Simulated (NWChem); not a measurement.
System: CH₅BiO₂; SMILES [CH3][Bi]([OH])[OH]

Input file for NWChem:

```
start job
memory heap 200 mb stack 900 mb global 1100 mb
geometry units angstroms noautoz
  Bi    -0.084377     0.112076     0.229413
  C      0.787226    -1.826923    -0.581635
  H      0.171128    -2.677971    -0.256101
  H      1.816462    -1.956182    -0.215836
  H      0.797718    -1.789525    -1.681641
  O     -1.789103     0.025933    -0.986811
  H     -1.605792    -0.423964    -1.820777
  O      1.161161     1.329851    -0.936104
  H      1.403616     0.896977    -1.763962
end
basis spherical
  * library def2-svpd
end
ecp
  Bi library def2-ecp
end
dft
  xc xpbe96 cpbe96
  iterations 150
end
tddft
  cis
  nroots 6
  notriplet
end
task tddft energy
```

Geometry: optimised at PBE0/def2-SVP. Not confirmed as a minimum by frequencies. def2 effective core potentials on Bi; no spin-orbit coupling.

Vertical excitations in the gas phase.

Q: Give the results of this calculation. (PBE/def2-SVPD with def2 effective core potentials on Bi, TDA.) Quantities: lowest excitation, singlet (eV); oscillator strength of that lowest state; orbital gap (eV).

A: 
```yaml
lowest excitation, singlet (eV): 5.05
oscillator_strength_of_that_lowest_state: 0.000
orbital gap (eV): 4.89
```
